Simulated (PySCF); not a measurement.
Excitations are Tamm–Dancoff values on a coarser integration grid. The basis has no diffuse functions, so Rydberg states are missing or too high.

Z-matrix (Å, degrees):
```
C
C 1 1.3719
H 2 1.0774 1 124.67
O 1 1.3839 2 107.36 3 -180.00
C 4 1.3301 1 107.91 2 -0.01
C 5 1.3597 4 111.38 1 0.00
H 6 1.0763 5 126.49 4 -180.00
H 5 1.0772 4 116.53 1 -179.99
B 1 1.5038 2 132.04 3 0.00
H 9 1.1887 1 120.97 2 179.99
H 9 1.1901 10 120.85 1 179.97
```
Charge 0, spin multiplicity 1.

### Question
What brightest of the four lowest singlets (TDA), dipole moment, S1 excitation (TDA), LUMO and HOMO–LUMO gap does CAM-B3LYP-D3(BJ)/def2-TZVP in PySCF give?

### Answer

The brightest of the four lowest singlets (TDA) comes out as 5.25 eV, the dipole moment is 2.29 D and the S1 excitation (TDA) comes out as 5.25 eV. The LUMO is -0.86 eV and the HOMO–LUMO gap is 7.61 eV.
